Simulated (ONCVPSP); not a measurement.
# Potentials for Be compared

Generated with ld1.x 7.5 (TM, RRKJ, ultrasoft, PAW), atompaw 4.2 or ONCVPSP 4.0.1. The cutoff is in Ry: for ld1.x and atompaw files where the sum of valence levels is converged to 10 mRy in a Bessel basis, for ONCV files where the hardest occupied wave has 1 mHa per electron of residual kinetic energy. The error is the largest all-electron minus pseudo excitation energy over each file’s own four to seven test configurations (ionisations up to +4, promotions, holes and added fractions of an electron), all of which were solved. The labels leave out finer settings (local radius, basis sizes, second energies), which also bear on the numbers. Spin-polarised tests are not counted. The rows are a selection from randomly drawn settings: files with unsolved tests, undetermined cutoffs or missed reference levels are left out.

A true bound ghost makes a file unfit for plane-wave use even where its test errors are small: the radial tests pick states by their node count and pass the ghost by.

| potential | cutoff (Ry) | largest error (meV) | bound ghosts |
| --- | --- | --- | --- |
| ONCV, LDA (Perdew-Wang 92), scalar-relativistic, rc 0.75/0.85 (sp), local smoothed, core correction no, reference 1s2 2s1.5, qcut 16.6/8.6, projectors 2/1 | 196 | +2.6 | none |
| ONCV, PBE, scalar-relativistic, rc 0.40/0.40/0.40 (spd), local smoothed, core correction no, reference 1s2, qcut 30.3/21.6/26.2, projectors 2/2/2 | 580 | +0.9 | s |

Problem. Fill in the row for Be: ONCV, PBE, scalar-relativistic, rc 0.75/0.60 (sp), local smoothed, core correction no, reference 1s2 2s2, qcut 15.9/12.2, projectors 2/2.

Solution. cutoff 188 Ry, largest error +3.4 meV, bound ghosts: none.

Problem. Fill in the row for Be: ONCV, LDA (Perdew-Zunger), scalar-relativistic, rc 0.85/0.70 (sp), local smoothed, core correction no, reference 1s2 2s1, qcut 12.8/11.4, projectors 2/2.

Solution. cutoff 148 Ry, largest error +2.2 meV, bound ghosts: none.

Problem. Fill in the row for Be: ONCV, PBE, fully relativistic, rc 0.65/0.65/0.70 (spd), local smoothed, core correction no, reference 1s2 2s2, qcut 16.1/13.5/13.7, projectors 2/2/2.

Solution. cutoff 243 Ry, largest error +2.5 meV, bound ghosts: none.
